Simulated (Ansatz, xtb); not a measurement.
CH4ClFSi: which of two conformers lies lower

Structure I: `F[SiH2]CCl`, a singlet. Structure II: `F[SiH2]CCl`, a singlet. Both are isolated molecules in the gas phase, relaxed with r2SCAN-D4/def2-SVP.

I (Å):

```yaml
atoms:
  - { symbol: C, position_ang: [0.2834, -0.1635, -2.2214] }
  - { symbol: Cl, position_ang: [-0.1348, 1.5956, -2.2774] }
  - { symbol: F, position_ang: [0.4009, -2.2550, -0.2844] }
  - { symbol: Si, position_ang: [0.0432, -0.6713, -0.4268] }
  - { symbol: H, position_ang: [-1.3768, -0.4706, -0.0414] }
  - { symbol: H, position_ang: [0.9721, 0.1028, 0.4353] }
  - { symbol: H, position_ang: [-0.3823, -0.6925, -2.9197] }
  - { symbol: H, position_ang: [1.3194, -0.2770, -2.5743] }
```

II (Å):

```xyz
8

C     1.7222    1.2720    0.8256
Cl    2.6379    1.7816    2.2945
F    -0.1284    3.4343    0.9953
Si   -0.0704    1.8113    0.9749
H    -0.6559    1.2943    2.2378
H    -0.8246    1.3375   -0.2208
H     2.2143    1.7229   -0.0505
H     1.8094    0.1772    0.7339
```

Question: Which of the two would you expect CCSD(T)/def2-TZVP electronic energies to favour?

Answer: Structure I; the calculation gives E(II) − E(I) = +0.045 eV.

Level by level:

```tsv
level	geometry	E(II) − E(I) (eV)	departure from the last row (eV)	job, with rough time for the two
r2SCAN-D4/def2-SVP	r2SCAN-D4/def2-SVP	+0.048	+0.003	optimisation, 75 s
HF/def2-TZVP	r2SCAN-D4/def2-SVP	+0.037	−0.009	part of the CCSD(T) run
MP2/def2-TZVP	r2SCAN-D4/def2-SVP	+0.049	+0.004	part of the CCSD(T) run
CCSD(T)/def2-TZVP	r2SCAN-D4/def2-SVP	+0.045		single point, 1.7 min
```

None of the levels shown reverses the order. The largest departure from CCSD(T)/def2-TZVP is that of HF/def2-TZVP, 0.009 eV. Levels run at GFN2-xTB geometries aren't shown.

With harmonic frequencies from r2SCAN-D4/def2-SVP (ideal gas, rigid rotor, one conformer each, 298.15 K, 1 atm): on the last row, ΔE + ΔZPE = +0.042, ΔH = +0.042, ΔG = +0.039 eV.

The correlated steps freeze 12 core orbitals. Mirror images aren't counted in ΔG. Programs: Ansatz 0.2.0; the last row on 2 threads of Intel(R) Xeon(R) Processor @ 2.50GHz (Skylake/Cascade Lake) on a shared host.
